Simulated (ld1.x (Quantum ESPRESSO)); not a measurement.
**An all-electron radial function and its pseudo partner (Al (Z = 13))**

Columns: radius, all-electron u(r) and pseudo u(r) of the 3s shell (level -7.84 eV) of aluminium in the configuration [Ne] 3s2 3p1; LDA (PZ), scalar-relativistic, TM scheme, ld1.x (Quantum ESPRESSO) 7.5.

| r (bohr) | all-electron | pseudo |
| --- | --- | --- |
| 0.148 | 0.0300 | 0.0300 |
| 0.295 | -0.2347 | 0.0619 |
| 0.443 | -0.3003 | 0.0985 |
| 0.590 | -0.2189 | 0.1415 |
| 0.738 | -0.0711 | 0.1937 |
| 0.885 | 0.0910 | 0.2559 |
| 1.033 | 0.2435 | 0.3284 |
| 1.180 | 0.3729 | 0.4069 |
| 1.328 | 0.4776 | 0.4860 |
| 1.475 | 0.5564 | 0.5564 |
| 1.623 | 0.6130 | 0.6121 |
| 1.770 | 0.6492 | 0.6490 |
| 1.918 | 0.6689 | 0.6689 |
| 2.065 | 0.6746 | 0.6746 |
| 2.213 | 0.6692 | 0.6692 |
| 2.360 | 0.6552 | 0.6552 |
| 2.508 | 0.6345 | 0.6345 |
| 2.655 | 0.6091 | 0.6091 |
| 2.802 | 0.5804 | 0.5804 |
| 2.950 | 0.5493 | 0.5493 |
| 3.098 | 0.5171 | 0.5171 |
| 3.245 | 0.4847 | 0.4847 |
| 3.393 | 0.4523 | 0.4523 |
| 3.540 | 0.4207 | 0.4207 |
| 3.688 | 0.3899 | 0.3899 |
| 3.835 | 0.3606 | 0.3606 |

**Question.** How many radial nodes do the two functions have?

**Answer.** The all-electron 3s function has n − l − 1 = 2; the pseudo-wave has 0, since the states of the same l below it are removed with the core.

**Question.** At about which radius was the pseudo-wave matched?

**Answer.** 2.05 bohr. The columns agree to 0.0005 from 1.77 bohr on; several derivatives are matched, so the curves merge somewhat inside the radius.

**Question.** Is the pseudo-wave norm-conserving?

**Answer.** Yes: the TM scheme keeps the norm inside the radius equal to the all-electron one, which fixes the energy derivative of the logarithmic derivative at the level.
